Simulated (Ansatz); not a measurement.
The lowest singlet and triplet of CHF (SMILES [CH]F); geometries from B3LYP-D3(BJ)/def2-TZVP, each state relaxed from the structure named, with no frequency check.
Singlet (charge 0, multiplicity 1):
```xyz
3

C     -0.574     0.443     0.000
F      0.534    -0.255     0.000
H     -1.361    -0.359     0.000
```

A positive gap puts the triplet lower; no zero-point energy. R- takes a restricted singlet. U- takes an unrestricted singlet (broken symmetry where lower, unprojected). The triplet is unrestricted in single-reference levels. Active spaces average the two states.

Frozen-core correlation.

Codes used: Ansatz (an electronic-structure program). 

```json
[
 {"level": "U-HF/cc-pVTZ (spin-contaminated)", "gap E(singlet) − E(triplet), vertical, at the singlet's geometry (kcal/mol)": "-7.02"},
 {"level": "R-r2SCAN/def2-TZVPP", "gap E(singlet) − E(triplet), vertical, at the singlet's geometry (kcal/mol)": "-9.58"},
 {"level": "R-B3LYP/def2-TZVPP", "gap E(singlet) − E(triplet), vertical, at the singlet's geometry (kcal/mol)": "-18.54"},
 {"level": "U-BHLYP/def2-TZVPP (spin-contaminated)", "gap E(singlet) − E(triplet), vertical, at the singlet's geometry (kcal/mol)": "-17.83"},
 {"level": "R-wB97X-V/def2-TZVPP", "gap E(singlet) − E(triplet), vertical, at the singlet's geometry (kcal/mol)": "-21.09"},
 {"level": "R-wB97M-V/def2-TZVPP", "gap E(singlet) − E(triplet), vertical, at the singlet's geometry (kcal/mol)": "-23.29"},
 {"level": "R-SCS-MP2/cc-pVTZ", "gap E(singlet) − E(triplet), vertical, at the singlet's geometry (kcal/mol)": "-23.28"},
 {"level": "FIC-NEVPT4(SD) on SA-CASSCF(2,2)/cc-pVQZ", "gap E(singlet) − E(triplet), vertical, at the singlet's geometry (kcal/mol)": "-21.27"},
 {"level": "FIC-MRCISD+Q on SA-CASSCF(2,2)/cc-pVDZ", "gap E(singlet) − E(triplet), vertical, at the singlet's geometry (kcal/mol)": "(withheld)"}
]
```

Problem. Some entries are withheld; supply them.

Solution. 
- FIC-MRCISD+Q on SA-CASSCF(2,2)/cc-pVDZ, gap E(singlet) − E(triplet), vertical, at the singlet's geometry (kcal/mol): -20.51

Doubts at one or more of the structures used: a restricted determinant that unrestricted orbitals would lower (R-r2SCAN/def2-TZVPP, R-B3LYP/def2-TZVPP, R-SCS-MP2/cc-pVTZ).
